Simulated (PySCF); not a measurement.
# Ionisation energy of Sr by level of theory

Sr [Kr] 5s2 (1S) → Sr⁺ [Kr] 5s1 (2S), as a difference of total energies. Computed with PySCF 2.14 in Sapporo-DKH3-DZP-2012, with scalar relativity by spin-free X2C-1e. Correlated levels: valence: [Kr] frozen. The calculations carry no spin-orbit coupling.

```csv
method,ionisation energy (eV)
UHF,4.750
M06-L,5.771
M06-2X,5.914
MP2 (valence),5.115
SCS-MP2 (valence),5.188
CCSD (valence),5.411
```

**Question.** How much does correlation contribute at MP2 (valence)?

**Answer.** 5.115 − (4.750) = 0.365 eV, measured against UHF.

Errors of the correlated levels include the incompleteness of this basis and the frozen core.

With two correlated electrons CCSD is exact in that space.

The coupled-cluster amplitudes are large for Sr (T1 above 0.03 or a double amplitude above 0.15), so a single reference is strained.

For comparison: 5.695 eV (measured; NIST Atomic Spectra Database, ionization energies).
